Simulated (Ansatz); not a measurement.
Reaction (hydrogenolysis of the In–F bond): `[F][In]([F])[Cl]` + H₂ → `[F][InH][Cl]` + H–F

Computed with Ansatz on PBE0-D4/def2-TZVP structures; ΔE is electronic, products minus reactants. CCSD(T)/CBS is the MP2 limit (def2-TZVPP, def2-QZVPP) plus CCSD(T) − MP2 in def2-TZVPP, frozen cores. This one scheme is used for every species. Functionals use def2-TZVPP. B3LYP here is the variant with VWN-RPA as its local correlation; programs differ in this. Elements past krypton have def2 core potentials. For In outer-core shells are correlated without core-valence functions, which leaves a few kJ/mol of doubt a bond.

```json
{"level": "revPBE-D4", "ΔE (kJ/mol)": "16.0"}
{"level": "B3LYP-D4", "ΔE (kJ/mol)": "11.5"}
{"level": "SCS-MP2/def2-QZVPP", "ΔE (kJ/mol)": "13.9"}
{"level": "MP2/CBS(def2)", "ΔE (kJ/mol)": "12.8"}
```

Q: What does CCSD(T)/CBS give? (An estimate is asked.)

A: Computed: +9.7 kJ/mol. The listed levels differ from it by 6.3, 1.8, 4.2, 3.1 kJ/mol.

Largest T1 diagnostic among the species: 0.016.

Leaving LDA and LC-ωPBE aside and taking each functional with its dispersion term where it has one, the values, not all of them listed here, spread over 19.0 kJ/mol, from HSE06-D4 to BLYP-D4. LDA lies −17.9 kJ/mol from PBE without D4. From r2SCAN to r2SCAN0 (25 % exact exchange), in def2-TZVPP and without D4, ΔE moves by −10.4 kJ/mol.
